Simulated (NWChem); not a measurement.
Species: C$_{2}$H$_{4}$I, doublet; SMILES C[CH]I

```xyz
7

C     -0.3474     2.4709    -0.0053
C      0.6166     1.3495     0.0388
I     -0.0279    -0.6177     0.0010
H      0.1604     3.4113     0.2629
H     -0.7852     2.6101    -1.0134
H     -1.1889     2.3217     0.6899
H      1.6771     1.4720    -0.1919
```
Atoms are numbered in this order, from 1.

All runs: NWChem. Spin-unrestricted. Geometry: optimised at PBE0/def2-SVP, spin-unrestricted. No stability test was run on the SCF state. def2 effective core potentials on I; no spin-orbit coupling.

For level TPSS/STO-3G (all-electron, non-relativistic):

```
Quantity                                                     Value
-----------------------------------------------------------  -----
highest occupied level (eV)                                  -2.37
lowest empty minus highest occupied level, either spin (eV)   3.01
```

Question: How do the values read with level TPSS/def2-SVP (core potentials) instead?

Answer: 
- highest occupied level (eV) = -4.65
- lowest empty minus highest occupied level, either spin (eV) = 2.24
